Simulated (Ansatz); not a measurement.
System: LaO, charge 0, multiplicity 2. The spin state was set by rule; other spins were not relaxed. 
Coordinates optimised at B3LYP-D3(BJ)/def2-TZVP (Ansatz, a first-principles code):
```xyz
2

La     0.0000     0.0000    -0.2366
O      0.0000     0.0000     1.6855
```
Charge 0, spin multiplicity 2.

Property: vertical ionisation energy (to the singlet state of charge +1; each state is the SCF solution reached for its spin; for the singlet T1 is 0.028), in eV. Valence correlation only, unless marked. UHF or UKS for open shells. No spin-orbit coupling. Frozen are the shells of the preceding noble gas and the d and f shells that filled before the atom's block. In def2 rows, elements after Kr have scalar-relativistic effective core potentials. CBS marks a two-point X^-3 extrapolation of the correlation energy; Hartree-Fock from the larger set.

| level | program | vertical ionisation energy (eV) | minus last row |
|---|---|---|---|
| r2SCAN/def2-TZVPD | Ansatz | 5.40 | 0.27 |
| BHLYP/def2-TZVPD | Ansatz | 5.45 | 0.32 |
| wB97M-V/def2-TZVPD | Ansatz | 5.32 | 0.19 |
| wB97X-V/def2-TZVPD | Ansatz | 5.28 | 0.15 |
| CCSD/def2-QZVPPD | Ansatz | 5.13 | 0.00 |
| CCSD(T)/def2-QZVPPD | Ansatz | 5.12 | -0.01 |
| CCSD(T)/CBS(def2-TZVPPD,def2-QZVPPD) | Ansatz | 5.13 | 0.00 |
